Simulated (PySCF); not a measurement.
CH₃AlClFS, SMILES C[S][Al]([F])[Cl]. Atoms are numbered in the order given.

```xyz
8

Al     0.2839    -0.3915     0.0000
Cl    -0.4562    -2.3366     0.0000
F      1.9270    -0.1456     0.0000
S     -1.0082     1.3259     0.0000
C      0.2375     2.6737     0.0000
H      1.2642     2.2862     0.0000
H      0.0816     3.2891     0.8956
H      0.0816     3.2891    -0.8956
```

Geometry optimised at PBE0-D3(BJ)/def2-SVP. The structure was generated by enumeration; whether it is a known compound was not checked. Other conformers were not sampled.

Calculation: TDA-ωB97X/def2-SVPD (PySCF 2.14.0).

Vertical excitations.  State labels are in the subgroup Cs.

Problem. Estimate the UV-visible absorptions. (The exact figures need the calculation; the answer reports its results.)

Solution. 
| state | symmetry | energy (eV) | λ (nm) | f | main pairs |
|---|---|---|---|---|---|
| S1 | A" | 5.71 | 217 | 0.035 | HOMO→LUMO 80 % |
| S2 | A" | 6.31 | 196 | 0.010 | HOMO→LUMO+2 73 % |
| S3 | A' | 6.55 | 189 | 0.033 | HOMO→LUMO+1 74 %, HOMO−1→LUMO 17 % |
| S4 | A' | 7.51 | 165 | 0.388 | HOMO−1→LUMO 72 %, HOMO→LUMO+1 17 % |
| S5 | A" | 7.55 | 164 | 0.002 | HOMO−1→LUMO+1 88 % |
| S6 | A' | 7.74 | 160 | 0.012 | HOMO−1→LUMO+2 60 %, HOMO−2→LUMO 23 % |
| S7 | A' | 7.84 | 158 | 0.006 | HOMO−2→LUMO 62 %, HOMO−1→LUMO+2 19 % |
| S8 | A" | 7.97 | 155 | 0.105 | HOMO−3→LUMO 71 % |
| S9 | A" | 8.05 | 154 | 0.005 | HOMO→LUMO+3 45 %, HOMO→LUMO+4 18 %, HOMO−3→LUMO 12 %, HOMO→LUMO+6 8 % |
| S10 | A" | 8.22 | 151 | 0.000 | HOMO−2→LUMO+1 92 % |
| T1 | A" | 5.44 | 228 | 0 | HOMO→LUMO 71 %, HOMO→LUMO+2 13 % |
| T2 | A" | 5.78 | 215 | 0 | HOMO→LUMO+2 65 %, HOMO→LUMO 12 %, HOMO→LUMO+7 10 % |
| T3 | A' | 5.83 | 213 | 0 | HOMO→LUMO+1 91 % |
| T4 | A' | 6.58 | 188 | 0 | HOMO−1→LUMO 66 %, HOMO−1→LUMO+2 14 % |
Triplets are in the Tamm–Dancoff approximation.
